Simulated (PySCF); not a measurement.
# Vertical excitation energies

C6H8O.
Atom-mapped SMILES: `[OH:1][C@:2]12[CH2:3][C@@H:4]3[C@H:5]([CH2:6]1)[C@H:7]23` (hydrogens: H8 on O1; H9, H10 on C3; H11 on C4; H12 on C5; H13, H14 on C6; H15 on C7)

Level of theory: TDDFT CAM-B3LYP/def2-SVPD, vertical, gas phase, core orbitals frozen in the response (PySCF). Isolated species at its GFN2-xTB geometry (one conformer only). Torsions of this conformer, `[OH:1][C@:2]12[CH2:3][C@@H:4]3[C@H:5]([CH2:6]1)[C@H:7]23`: H–O1–C2–C3 180°.

Question: List the vertical singlet excitations with oscillator strengths and describe the spectrum.

Answer: 

```csv
state,E (eV),ν̃ (cm⁻¹),f,"main configurations (H = HOMO, L = LUMO)"
S1,6.79,54790,0.017,"H→L (52%), H-1→L (33%)"
S2,7.22,58230,0.014,"H-1→L (50%), H→L (39%)"
S3,7.33,59130,0.0013,H→L+1 (84%)
S4,7.85,63320,0.0075,"H-1→L+1 (37%), H→L+2 (34%), H-2→L+1 (12%)"
S5,7.90,63700,0.0041,"H→L+2 (50%), H-1→L+1 (36%)"
S6,7.98,64340,0.0028,H→L+3 (83%)
S7,8.06,65000,0.013,"H-2→L (46%), H-3→L (24%)"
S8,8.32,67080,0.026,"H-1→L+2 (61%), H-3→L (14%)"
```

Triplets (Tamm–Dancoff): T1 6.57 eV, H→L (42%), H-1→L (37%); T2 7.10 eV, H→L (44%), H-1→L (42%); T3 7.21 eV, H→L+1 (81%).

The lowest singlet comes at 183 nm (655 kJ/mol) in the vacuum ultraviolet; it is weak; its leading configuration is HOMO→LUMO (52%). The most intense listed level is S8 at 8.32 eV (149 nm, f = 0.026), 1.52 eV above S1. It is the last of those listed, so stronger ones may follow. Löwdin shares by element: HOMO carbon 66% or more (atoms not listed hold the other 34%); LUMO oxygen 32%, hydrogen 29% or more, carbon 9% or more (atoms not listed hold the other 30%). The oscillator strengths of these states sum to 0.086; summed over the whole spectrum of an exact calculation they would give the number of electrons, 52 (Thomas–Reiche–Kuhn). Weighted by f, the mean energy of these states is 7.71 eV. Of the 8 states listed, 4 reach f = 0.01 and none stays under 0.0005. No computed singlet lies in the visible range (380 to 750 nm); the lowest, at 183 nm, stands 3.53 eV above its violet end (3.26 eV). The window holds the lowest 8 singlets.
